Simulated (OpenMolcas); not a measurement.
## Al I: effect of the level shift or regulariser

- Program: OpenMolcas 26.06
- Basis: ANO-RCC [9s9p5d3f2g]
- Scalar Hamiltonian: DKH2, point nucleus
- Active space: 1 electron in 9 orbitals (RAS2 3p; RAS3 3d 4s, at most 1 electron)
- State averaging: 2S+1 = 2 odd, 3 roots; 2S+1 = 2 even, 6 roots
- Spin-orbit coupling: RASSI with atomic mean-field integrals over the reference wave functions, term energies averaged over their components

Methods on the same reference wave functions:
A. RASSCF
B. SS-RASPT2, IPEA 0.25 Eh, imaginary shift 0.1 Eh (closed shells correlated: 2s 2p 3s)
C. SS-RASPT2, IPEA 0.25 Eh, sigma2 regulariser 0.3 Eh (closed shells correlated: 2s 2p 3s)

Energies in cm⁻¹ above 3s² 3p ²P°_1/2, the measured ground level; measured values from NIST Handbook of Basic Atomic Spectroscopic Data.

```tsv
Level	A	B	C	Measured
3s² 3p ²P°_1/2	0.0	0.0	0.0	0.0
3s² 3p ²P°_3/2	93.2	93.2	93.2	112
3s² 4s ²S_1/2	25442	26510	26510	25348
3s² 3d ²D_3/2	46213	44360	44390	32435
3s² 3d ²D_5/2	46213	44360	44390	32437
```

Deviations, from unrounded energies. A percentage is the sum of absolute deviations over the sum of measured energies, with the sign that they share, or ± where signs differ.

```csv
Against measurement,Levels,A,B,C
mean absolute deviation (cm-1),4,6900,6300,6300
fine structure of the ground term (%),1,-16.8,-16.8,-16.8
other configurations (%),3,+30.6,+27.7,+27.8
```

B, C lie about equally close to measurement and A furthest from it. The largest miss of B in the table is 3s² 3d ²D_3/2, by +12000 cm-1. The ranking rests on the paired levels alone, and a cruder setting can come out closer through cancelling errors.

Between B and C the level of the table that moves most is 3s² 3d ²D_3/2, by 31 cm-1 (lowest in B, highest in C). Moves below CASPT2's spread within the term are not significant.

The mean deviations of B to C differ by less than CASPT2's widest spread within a term (390 cm-1), so their order carries little weight.

The lowest spin-free term lies below A's lowest term by 0.298 hartree in B, 0.298 hartree in C.

CASPT2 does not keep the components of a term degenerate, so their means are used; among the terms shown or strongly mixed into the levels shown the widest spread is 390 cm-1 (3s² 3d ²D, B). ANO sets are built for valence states and can reach diffuse excited orbitals poorly, and with the s shell closed the s pⁿ⁺¹ terms that mix with these levels are absent. With one active electron the reference holds no correlation, so core polarisation is missing (holds for A). With one active electron, CASPT2 adds the correlation within the correlated inactive shells and between them and that electron, and leaves the splitting within a term as the reference gives it (holds for B; C). Measured partners are found by configuration, term and J. A level has none where our copy of the source lacks it or the pairing is in doubt (some pairs that miss far off the trend of their configuration count as doubtful), and it then counts in no deviation. Only configurations of the active space appear.

° marks odd parity.
